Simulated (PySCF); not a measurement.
# MN15 on Si(2+) (silicon, charge +2)

Configuration: [Ne] 3s2, closed-shell 1S. All numbers are calculated (PySCF 2.14, scalar relativity by spin-free X2C-1e, in cc-pVDZ-DK).

```
Total energy                        : -289.0538 hartree
One-electron energy                 : -390.8357 hartree
Hartree (Coulomb) energy            : 122.0577 hartree
Exchange-correlation energy         : -20.2758 hartree
⟨S²⟩                                : 0.0000
⟨L²⟩                                : 0.000
Sum of ⟨r⟩                          : 8.519 bohr
Sum of ⟨r²⟩                         : 11.90 bohr²
Langevin diamagnetic susceptibility : -9.42 ×10⁻⁶ cm³/mol
Time after the integrals            : 0.17 s of wall time on 1 thread of Neoverse-V1 (shared host)
```

| shell | electrons | mean orbital energy (hartree) | rms radius, mean of both spins (bohr) |
| --- | --- | --- | --- |
| 1s | 2 | -66.37774 | 0.129 |
| 2s | 2 | -6.01346 | 0.622 |
| 2p | 6 | -4.51122 | 0.601 |
| 3s | 2 | -1.10692 | 2.11 |

Densities and radii are taken from the X2C orbitals without a picture-change correction, which distorts them close to the nucleus.
